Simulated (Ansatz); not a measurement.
Compare A (`C[Si](N)(O)S`) with its isomer B (`OCN[SiH2]S`).

Computed with Ansatz on PBE0-D4/def2-TZVP structures; ΔE is electronic, products minus reactants. CCSD(T)/CBS adds triple-zeta CCSD(T) − MP2 to the extrapolated MP2 energy (def2 sets, frozen cores). DFT in def2-TZVPP. B3LYP here is the variant with VWN-RPA as its local correlation; programs differ in this. One conformer a species, not always the lowest.

Question: Which isomer does CCSD(T)/CBS put lower? Give the gap. (Best estimate.)

Answer: Computed: A, by 253.2 kJ/mol.

Question: Give E(B) − E(A) in kJ/mol with CCSD(T)/def2-TZVPP, B3LYP, B2PLYP, MP2/def2-TZVPP, CCSD/def2-TZVPP, HF/def2-TZVPP, PBE0-D4. (An estimate is asked.)

Answer: Computed: CCSD(T)/def2-TZVPP 246.8, B3LYP 242.2, B2PLYP 248.7, MP2/def2-TZVPP 258.1, CCSD/def2-TZVPP 248.4, HF/def2-TZVPP 246.8, PBE0-D4 241.5. None reverses the order clearly.

Largest T1 diagnostic: 0.011.

From PBE to PBE0 (25 % exact exchange), in def2-TZVPP and without D4, E(B) − E(A) moves by +7.7 kJ/mol.
